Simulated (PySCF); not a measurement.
Start geometry of `C[C@H]1[CH2][Ge@@H]([F])[CH2]CC1` from GFN2-xTB (Å):
```
atom  x, y, z in Å
C1    -2.0086    1.4596    0.2690
C2    -0.7556    0.7714   -0.1821
C3    -0.9818   -0.7456   -0.1858
C4     0.1249   -1.5260   -0.9651
C5     1.4317   -1.6300   -0.2495
Ge6    2.0476    0.2068    0.2266
F7     3.0658    0.0687    1.6860
C8     0.4258    1.2005    0.7211
H9    -1.8893    2.5692    0.2919
H10   -2.3110    1.1668    1.2781
H11   -2.8599    1.2503   -0.4004
H12   -0.5203    1.0892   -1.2007
H13   -1.9671   -0.9398   -0.6302
H14   -1.0012   -1.0977    0.8626
H15    0.2273   -1.0657   -1.9369
H16   -0.2848   -2.5257   -1.1347
H17    2.1575   -2.1522   -0.8546
H18    1.3047   -2.1774    0.6966
H19    3.0377    0.8709   -0.7056
H20    0.1482    0.9531    1.7681
H21    0.5371    2.2759    0.6685
```

Problem. What comes out of this run: PBE0-D3(BJ)/def2-SVP geometry optimisation, gas phase in PySCF?

Solution. 
```
atom  x, y, z in Å
C1    -1.9764    1.5730    0.1760
C2    -0.7013    0.8238   -0.1967
C3    -0.9853   -0.6734   -0.3795
C4     0.1394   -1.4940   -1.0128
C5     1.3837   -1.6582   -0.1347
Ge6    2.0162    0.0843    0.4520
F7     2.9006   -0.1271    1.9534
C8     0.4041    1.1027    0.8341
H9    -1.7877    2.6517    0.2893
H10   -2.3774    1.2030    1.1342
H11   -2.7596    1.4439   -0.5877
H12   -0.3627    1.2109   -1.1778
H13   -1.8848   -0.7752   -1.0089
H14   -1.2541   -1.1087    0.6017
H15    0.4185   -1.0262   -1.9749
H16   -0.2535   -2.4906   -1.2765
H17    2.1739   -2.2218   -0.6530
H18    1.1365   -2.2221    0.7810
H19    3.0048    0.7743   -0.5086
H20    0.0674    0.7884    1.8382
H21    0.6187    2.1809    0.8976
```

The energy falls by 0.205 eV over 12 energy and gradient evaluations, the largest force component goes from 0.0359 to 2.5e-04 Eh/bohr, and the atoms move by 0.085 Å rms after alignment. The bond that changes most is C5–Ge6 (ends: sp3 carbon bound to germanium; germanium bonded to 2 C, F and H), which shortens by 0.051 Å. Bonds longer at the end by more than 0.005 Å: 9 of 21; shorter: 7. Among the angles that change most is F7–Ge6–H19, from 99.5° to 105.3°. Among the dihedrals that turn most is H19–Ge6–C8–H21, from -26° to -37°. Rotational constants go from 2331, 1037, 800.5 to 2359, 1037, 798.1 MHz. The orientation of the end geometry is arbitrary; only internal coordinates are fixed.

The run used 195 basis functions and 76 SCF cycles in all. Hardware: Intel Xeon at 2.50 GHz, one thread, no GPU, shared host. Cost: 11 min wall, 0.97 GiB resident at most.

Not checked by PBE0-D3(BJ)/def2-SVP frequencies. The numbers are those of one conformer.
